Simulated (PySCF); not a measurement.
These are ωB97X-D3(BJ)/def2-TZVP // PBE0-D3(BJ)/def2-TZVP in PySCF values and carry that method's errors. Gas-phase values, no solvent. 

Reference species (SMILES): `[B](Cl)I` (neutral, multiplicity 2).

```json
{
 "dipole_moment": "0.43 D"
}
```

Changed species: `[B](Cl)Cl` (radical fragment; the reference has radical fragment).

Problem. What does the change do to the dipole moment?

Solution. the dipole moment decreases by 0.13 D, to 0.30 D.
